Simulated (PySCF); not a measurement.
## Cu: ionisation energy

Cu [Ar] 3d10 4s1 (2S) → Cu⁺ [Ar] 3d10 (1S), as a difference of total energies. Computed with PySCF 2.14 in cc-pVTZ-DK (7s6p4d2f1g, 68 functions), with the spin-free X2C one-electron Hamiltonian (Gaussian nucleus). Correlated levels: valence: [Ar] frozen. The calculations carry no spin-orbit coupling.

**Question.** Order these methods by the ionisation energy they give, lowest first.
A. MP2 (valence)
B. UHF
C. TPSS
D. B3LYP

**Answer.** B (6.574 eV), A (7.475 eV), C (8.103 eV), D (8.207 eV).

Errors of the correlated levels include the incompleteness of this basis and the frozen core.

For comparison: 7.726 eV (measured; NIST Atomic Spectra Database, ionization energies).
